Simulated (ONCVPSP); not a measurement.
**indium: one change to an ONCV potential, before and after**

- Element: indium (In)
- Generator: ONCVPSP 4.0.1
- Type: optimised norm-conserving Vanderbilt (ONCV)
- Functional: PBEsol
- Relativity: fully relativistic
- Frozen core: [Kr]
- Valence charge: 13
- Reference configuration: 4d10 5s2 5p1
- Partial waves: 5s: rc 2.15 bohr, ncon 4, nbas 8, qcut 3.1 1/bohr, 3 projectors, debl 1.2 Ha; 5p: rc 2.15 bohr, ncon 4, nbas 7, qcut 3.1 1/bohr, 2 projectors, debl 2.1 Ha; 4d: rc 1.40 bohr, ncon 3, nbas 8, qcut 13.1 1/bohr, 2 projectors, debl 1.2 Ha
- Local potential: polynomial inside 1.20 bohr (lpopt 3, dvloc0 1 Ha)
- Core correction: polynomial model core, fcfact 0.6

Open shells are filled in proportion to 2j + 1.

Change: local potential polynomial inside 1.20 bohr (lpopt 3, dvloc0 0 Ha).

Cutoffs: the cutoffs (Ha) at which the residual kinetic energy of the hardest occupied pseudo-wave falls to 1 and 0.1 mHa per electron; they do not see the model core or the augmentation charge, which bear on the density cutoff. Errors are all-electron minus pseudo energies relative to the spin-unpolarised reference configuration.

Question: What does the change do?

Answer: The potential gets neither clearly harder nor softer (42 Ha and 51 Ha → 42 Ha and 51 Ha); the errors of the 3 common tests hardly move; the range in which the p3/2 phases agree widens (upper end 2.2 → 4.1); neither file shows a bound ghost.

| quantity | base | changed |
| --- | --- | --- |
| cutoff, loose | 42 Ha | 42 Ha |
| cutoff, tight | 51 Ha | 51 Ha |
| bound ghosts | none | none |
| GHOST(+) flags under 300 eV | s at 27.0 eV, p3/2 at 58.9 eV, p1/2 at 66.7 eV | s at 17.1 eV, p3/2 at 51.0 eV, p1/2 at 57.9 eV |
| tests with a reliable result | 3 of 4 | 3 of 4 |
| error for 4d10 5s2 5p0, meV [ΔE 5.37 eV] | -1.4 | -1.3 |
| error for 4d10 5s1 5p0, meV [ΔE 24.65 eV] | -15 | -15 |
| error for 4d10 5s2 5p0.5, meV [ΔE 1.95 eV] | -0.2 | -0.2 |
| s: phases at 2.19 bohr within 0.05 rad from the reference energy up to (Ha; the scan ends near 5) | 4.1 | to the end of the scan |
| p3/2: phases at 2.19 bohr within 0.05 rad from the reference energy up to (Ha; the scan ends near 5) | 2.2 | 4.1 |
| p1/2: phases at 2.19 bohr within 0.05 rad from the reference energy up to (Ha; the scan ends near 5) | 2.4 | 2.1 |
| d5/2: phases at 1.42 bohr within 0.05 rad from the reference energy up to (Ha; the scan ends near 5) | to the end of the scan | to the end of the scan |
| d3/2: phases at 1.42 bohr within 0.05 rad from the reference energy up to (Ha; the scan ends near 5) | to the end of the scan | to the end of the scan |
| rms error of d²Exc/dni dnj with the model core, mHa | 1.67 | 1.67 |
